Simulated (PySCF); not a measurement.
BClH5PSi.
Bonds: Si1–P2, P2–B3, B3–Cl4. Hydrogens: H5, H6, H7 on Si1; H8 on P2; H9 on B3.

Level of theory: PBE0-D3(BJ)/def2-SVP geometry optimisation, gas phase in PySCF 2.14.0.

(1) List the bond lengths, angles and torsions at this level.

## Answers

(1) 
| bond | length (Å) |
| --- | --- |
| Si1–P2 | 2.254 |
| P2–B3 | 1.884 |
| B3–Cl4 | 1.749 |
| Si1–H5, Si1–H6, Si1–H7 | 1.493 |
| P2–H8 | 1.424 |
| B3–H9 | 1.206 |

Bonds in one row agree within 0.01 Å and their mean is given. A selection of angles:
| angle | degrees |
| --- | --- |
| P2–Si1–H5 | 108.0 |
| P2–Si1–H6 | 114.0 |
| P2–Si1–H7 | 106.4 |
| H5–Si1–H6 | 109.0 |
| Si1–P2–B3 | 98.6 |
| Si1–P2–H8 | 101.0 |
| B3–P2–H8 | 101.5 |
| P2–B3–Cl4 | 122.6 |
| P2–B3–H9 | 119.4 |
| Cl4–B3–H9 | 117.7 |

Dihedral angles: Si1–P2–B3–Cl4 130° (anticlinal). The mirror-image conformer, all signs reversed, is as good.

Si1 (SiH3 silicon) is distorted tetrahedral (angles from 106.4° to 114.0°). P2 (three-coordinate phosphorus) is pyramidal (angles 101.5°, 101.0° and 98.6°, sum 301.0°, 0.82 Å off the plane of its three neighbours). B3 (three-coordinate boron) is planar (angles 122.6°, 119.4° and 117.7°, sum 359.8°, 0.04 Å off the plane of its three neighbours).

Point group: C1 (no symmetry element, even within 0.4 Å). No PBE0-D3(BJ)/def2-SVP frequencies stand behind this structure, so it isn't proved a minimum. One conformer, not necessarily the lowest.
